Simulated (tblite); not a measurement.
Compound: C₅H₇GeN.
Structure used (GFN2-xTB), in Å, numbered top down from 1:
```xyz
14
C5H7GeN angstrom
N      2.841    1.035    1.123
C      2.031    0.788    0.353
C      0.989    0.473   -0.576
C      0.711   -1.010   -0.551
C     -0.424   -1.464   -0.047
C     -1.462   -0.523    0.490
Ge    -0.756    1.273    0.025
H      1.305    0.799   -1.571
H      1.478   -1.667   -0.934
H     -0.638   -2.522   -0.005
H     -2.439   -0.741    0.055
H     -1.559   -0.653    1.570
H     -0.611    2.249    1.156
H     -1.467    1.963   -1.111
```

Calculated harmonic vibrations of the isolated species, GFN2-xTB (tblite), most abundant isotopes, no scaling. Against measured fundamentals such values can be off by several per cent, at times by over 20. Modes of hydrogen on germanium can be 10 to 20 % off. One conformer, not necessarily the lowest.

Harmonic wavenumbers (cm⁻¹): 34.6, 115.6, 162.1, 328.5, 357.7, 389.5, 422.7, 510.7, 526.7, 566.5, 597.5, 643.3, 712.0, 759.1, 798.5, 824.5, 903.4, 953.1, 995.6, 1039.2, 1063.9, 1086.7, 1153.9, 1192.1, 1214.5, 1306.8, 1432.3, 1702.4, 1937.7, 2025.0, 2386.8, 2916.9, 2942.7, 2968.6, 3061.4, 3078.7.

A = 2647, B = 1680, C = 1182 MHz; mass 154.979 u (most abundant isotopes); point group C1, symmetry number 1.

**Question.** Zero-point energy?

**Answer.** ½Σν̃ = 21556 cm⁻¹ = 61.63 kcal/mol.

**Question.** What is S at 298.15 K and 1 bar for an ideal gas of classical rigid rotors and harmonic oscillators?

**Answer.** Translation 41.05, rotation 28.51, vibration 19.78: S = 89.3 cal/(mol K).

**Question.** And Cp and H(298.15 K) − H(0)?

**Answer.** Cp = 31.34 cal/(mol K), of which vibrations give 23.39 (their classical limit is 36 R = 71.5); H(298.15 K) − H(0) = 5.56 kcal/mol without the zero-point energy, 3.19 from vibrations.

**Question.** Blend soft modes into free rotors: weight 1/[1 + (100 cm⁻¹/ν̃)⁴] for the oscillator and the rest for a rotor with moment μB/(μ + B), μ = h/(8π²ν), B = 10⁻⁴⁴ kg m². What vibrational entropy results?

**Answer.** 17.99 cal/(mol K) in place of 19.78, which changes −T·S at 298.15 K by +0.53 kcal/mol.

**Question.** How do the functions run with temperature in this model?

**Answer.** 
```
 T (K)  S (cal/(mol K))  Cp (cal/(mol K))  H − H(0) (kcal/mol)  G − H(0) (kcal/mol)  ln q(vib)
    50             57.9              11.1                 0.47                -2.42       0.51
   100             66.4              14.1                 1.10                -5.54       1.27
373.15             97.0              37.3                 8.14               -28.06       5.95
   500            109.1              45.3                13.40               -41.15       8.35
   750            129.7              55.9                26.17               -71.08      13.00
  1000            146.7              62.6                41.03              -105.69      17.34
```

q(vib) and H(0) count from the zero-point level.

Hindered rotation and anharmonicity are outside this model. Other conformers, if any are populated, would add a mixing term that is left out. The structure is chiral; the term R ln 2 for an equal mix with its mirror image is left out.
